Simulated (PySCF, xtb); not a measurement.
CH3, SMILES [CH3], multiplicity 2.

Coordinates come from a PBE-D3(BJ)/def2-TZVPD optimisation.

The numbers are results of IEF-PCM-B3LYP/def2-TZVPD in PySCF, not measurements.

The values are the electrostatic part of the solvation free energy, E(continuum) − E(gas) at the gas-phase geometry, in a cavity of scaled van der Waals radii (PySCF's table); cavitation and dispersion terms are not included. The dipole moment in vacuum is 0.00 D.

```csv
solvent,ε,ΔG(elec) (kcal/mol),dipole (D)
water,78.36,-0.8,0.00
dimethylsulfoxide,46.83,-0.8,0.00
n-hexane,1.88,-0.3,0.00
```

For comparison, GFN2-xTB/ALPB(water) (xtb, at the GFN2-xTB geometry, all terms of that model) gives -0.1 kcal/mol.
